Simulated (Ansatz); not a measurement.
The cluster Sn2H3, relaxed as a doublet with UKS PBE0-D4/def2-TZVP in Ansatz, starting from the GFN1-xTB geometry. Force threshold 0.02 eV/Å.

In the def2 sets Sn takes a core potential; there is no spin–orbit coupling. The structure comes from a short search, and lower isomers may exist.

Start:

```xyz
5

Sn    0.6391   -1.9944    0.3802
Sn   -0.2869    0.4447   -0.4236
H     1.0504   -1.2689    1.9445
H    -0.9466    0.7272   -1.9939
H    -0.4560    2.0913    0.0928
```

```csv
step,energy (eV),largest force component (eV/Å),SCF passes
1,-11711.1453,0.655,19
2 (rejected),-11711.1355,0.606,25
3,-11711.1905,0.112,24
4,-11711.1956,0.038,23
5 (rejected),-11711.1948,0.165,23
6,-11711.2003,0.032,22
7,-11711.2010,0.019,23
```

Force components are those of the run's own axes.

End:

```xyz
5

Sn    0.642   -1.998    0.412
Sn   -0.304    0.427   -0.517
H     1.007   -1.120    1.909
H    -0.981    0.733   -2.075
H    -0.364    1.958    0.271
```

By distances, no bond broke or formed. The bond that changes most is Sn1–Sn2, from 2.73 to 2.76 Å (atoms count from 1).

No frequencies were taken in this run, so the end may be a saddle point.

Hardware: 4 threads of Arm Neoverse V2 on a shared host. Wall time 11 s.
